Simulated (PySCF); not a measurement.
Input of a run (PBE0-D3(BJ)/def2-SVP geometry optimisation, gas phase, def2 core potentials past Kr (PySCF 2.14.0)), started from GFN2-xTB:
```
{"job": {"xc": "PBE0", "basis": "def2-SVP", "d3": "d3bj", "grid": 1, "maxiter": 40, "shake": 0.03, "kind": "geom"}, "charge": 0, "multiplicity": 1}
P     -1.178010     0.287000    -0.515890
As    -0.358650    -0.967540     1.079690
Sb     0.653920     1.350300     0.603970
Sb     0.966030    -0.760200    -1.198240
```

Output (energies in Eh, forces in Eh/bohr):
```
step   0  E = -3057.06802328  max force = 0.054934
step   1  E = -3057.07879926  max force = 0.010351
step   2  E = -3057.07966351  max force = 0.002839
step   3  E = -3057.07972377  max force = 0.000759
step   4  E = -3057.07971411  max force = 0.001156
step   5  E = -3057.07971172  max force = 0.001553
step   6  E = -3057.07971850  max force = 0.001264
step   7  E = -3057.07972387  max force = 0.000846
step   8  E = -3057.07972481  max force = 0.000485
optimisation converged
```

Question: Summarise the run.

Answer: The energy falls by 7.3 kcal/mol over 9 energy and gradient evaluations, the largest force component goes from 0.0549 to 4.9e-04 Eh/bohr, and the atoms move by 0.074 Å rms after alignment. The bond that changes most is P1–As2 (ends: phosphorus bonded to As and 2 Sb; arsenic bonded to P and 2 Sb), which lengthens by 0.158 Å. Bonds longer at the end by more than 0.005 Å: 5 of 6; shorter: 1. Among the angles that change most is As2–P1–Sb4, from 68.6° to 64.8°. The energy rose by more than 1e-6 Eh at steps 4 and 5. The first step brought 92 % of the lowering.

Question: What are the final bond lengths?

Answer: P1–As2 2.347 Å, P1–Sb3 2.547 Å, P1–Sb4 2.548 Å, As2–Sb3 2.632 Å, As2–Sb4 2.629 Å, Sb3–Sb4 2.800 Å. Numbering counts from 1 in the input's order; the species is AsPSb2 (PAsSbSb tetrahedron).

The run used 102 basis functions and 65 SCF cycles in all.

PBE0-D3(BJ)/def2-SVP frequencies: not computed here. The numbers are those of one conformer.
